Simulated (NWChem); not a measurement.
[OH][AlH][F] (AlH$_{2}$OF), optimised at PBE0/def2-SVP with NWChem:

```
Property                           Value
---------------------------------  -----
highest occupied level (eV)        -9.33
orbital gap (eV)                    9.12
dipole (D)                          1.03
highest harmonic frequency (cm⁻¹)   3992
zero-point energy (kcal/mol)        14.5
```

All stand in one matching conformer (torsions within 35°), which need not be the lowest. This build's default masses of Se (78.918 u) and Br (79.917 u) are each other's, which moves their modes by up to 0.6 %.

Q: One F atom is replaced by Br, giving [OH][AlH][Br] (AlH$_{2}$OBr), optimised at the same level. How do these values move?

A: 
| quantity | new value | change |
|---|---|---|
| highest occupied level (eV) | -8.45 | +0.88 |
| orbital gap (eV) | 7.72 | -1.40 |
| dipole (D) | 1.03 | 0.00 |
| highest harmonic frequency (cm⁻¹) | 3987 | -5 |
| zero-point energy (kcal/mol) | 13.7 | -0.8 |
